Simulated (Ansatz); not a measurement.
Cartesian coordinates in Å:
```
O 0.459 -1.432 0.608
B -0.629 -0.675 0.867
O -1.498 -1.012 1.846
Se -1.162 0.979 -0.096
C 0.474 1.240 -1.133
F 0.277 2.200 -2.027
F 1.516 1.589 -0.377
F 0.849 0.132 -1.803
H 0.977 -1.179 -0.160
H -1.264 -1.841 2.276
```

Charge 0, multiplicity 1.

List the PBE0/def2-TZVPP orbital energies in eV (Ansatz). (Estimate.)

The calculation gave: Occupied: -12362.08, -1584.89, -1421.93, -1421.88, -1421.84, -675.65, -675.55, -675.48, -523.68, -523.56, -285.87, -215.30, -186.84, -158.92, -158.75, -158.62, -58.91, -58.88, -58.76, -58.62, -58.61, -37.44, -35.00, -34.89, -29.86, -28.99, -21.63, -19.51, -17.40, -17.35, -16.94, -16.26, -15.36, -14.03, -13.95, -13.19, -12.90, -12.38, -12.32, -11.93, -11.32, -10.50, -10.01, -9.28, -7.60. Lowest empty: -0.37, 0.58, 0.70, 1.51, 2.22, 2.86, 3.05, 3.30.
